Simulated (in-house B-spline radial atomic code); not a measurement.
**Er⁹⁺: [Kr] (4d3/2)3 (4d5/2)6 4f10 5s1 5p3 (with a hole in an inner shell)**

All numbers are computed (Dirac-Hartree-Fock, average of the jj configuration; Fermi nucleus of rms radius 5.2516 fm) with an all-electron radial atomic-structure program (B-spline basis), not measured.

Effective charges: Z_r = [3n² - l(l+1)]/(2<r>) from the radius, Z_e = n√(-2ε) from the energy, and Slater's rules. Values are occupation-weighted means over j. An effective charge above Z reflects the relativistic contraction of the inner shells.

```
shell  electrons   ε (eV)  <r> (bohr)    Z_r    Z_e  Slater
   1s          2   -58004     0.02037  73.65  65.29   67.70
   2s          2   -10012     0.08582  69.92  54.25   63.85
   2p          6  -8909.3     0.07637  65.47  51.18   63.85
   3s          2  -2427.9      0.2241  60.23  40.08   56.75
   3p          6  -2082.3      0.2232  56.00  37.11   56.75
   3d         10  -1629.5      0.2036  51.56  32.83   46.85
   4s          2  -635.33      0.5062  47.41  27.33   40.25
   4p          6  -517.21       0.534  43.07  24.66   40.25
   4d          9  -352.75      0.5738  36.60  20.37   29.20
   5s          1  -199.57        1.13  33.19  19.15   16.00
   4f         10  -173.38      0.6561  27.43  14.28   19.85
   5p          3  -163.99       1.247  29.28  17.36   16.00
```

The least bound orbital is 5p3/2 at -161.2 eV, and it is also the most diffuse (<r> = 1.266 bohr).

For the 1s electron the small component carries 6.48 % of the norm, the zero-frequency Breit interaction raises the level by 183.9 eV, self-energy by 112 eV, and vacuum polarisation lowers it by 19.37 eV.
